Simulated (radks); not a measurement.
Q: The scandium ion Sc10+ is in [Ne] 3s1. Calculated with a radial shooting solver on a logarithmic mesh with Libxc functionals: Dirac Kohn-Sham, relativistic LDA (MacDonald-Vosko exchange, VWN5 correlation), spin-unpolarised, spherical densities, finite nucleus; Fermi nuclear charge, rms radius of each element as measured or else 0.836 A^(1/3) + 0.57 fm. Sub-shells are occupied by j as written (lower j first in brackets). One electron is removed from 2p3/2, 2s1/2, 3s1/2, 2p1/2 in turn, with full relaxation. Which removal costs least, and what does each cost?

A: 3s1/2 249.42 eV; 2p3/2 652.30 eV; 2p1/2 657.33 eV; 2s1/2 732.44 eV. The 3s1/2 electron leaves first.
